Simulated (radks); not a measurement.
Ionisation ladder of cadmium, from Cd XV to Cd XX. Each ion is in the ground configuration listed by NIST, and IE = E(next ion) - E(this ion). Method: scalar-relativistic Kohn-Sham, LDA (Slater exchange, Perdew-Wang correlation), spin-unpolarised, spherical densities, finite nucleus; Fermi nuclear charge, rms radius 4.6087 fm; computed with a radial shooting solver on a logarithmic mesh with Libxc functionals.

species,configuration,E (hartree),"IE, Delta-SCF (eV)",<r> HOMO (bohr),"IE, NIST (eV)",kind,error (eV)
Cd XV,[Ar] 3d10 4s2 4p4,-5519.65995,362.11,0.833,358,theory,+4.1
Cd XVI,[Ar] 3d10 4s2 4p3,-5506.35251,389.44,0.822,385,theory,+4.4
Cd XVII,[Ar] 3d10 4s2 4p2,-5492.04081,417.13,0.811,421,theory,-3.9
Cd XVIII,[Ar] 3d10 4s2 4p1,-5476.71140,445.10,0.801,452.6,semi-emp.,-7.5
Cd XIX,[Ar] 3d10 4s2,-5460.35421,519.82,0.765,513,theory,+6.8
Cd XX,[Ar] 3d10 4s1,-5441.25107,548.43,0.756,546.2,semi-emp.,+2.2

Reference values: NIST Atomic Spectra Database (exp. = measured, semi-emp. = semi-empirical, theory = theoretical value adopted there). The ionisation energy per charge of the ion left behind rises most, in proportion, at Cd XIX ([Ar] 3d10 4s2), from 24.728 to 27.359 eV. Spin polarisation and multiplet splitting are left out, so open shells lie too high by an amount that depends on their filling.

Beside tabulated values, note that spin-unpolarised runs miss the spin-polarisation part of the exchange energy of open shells.
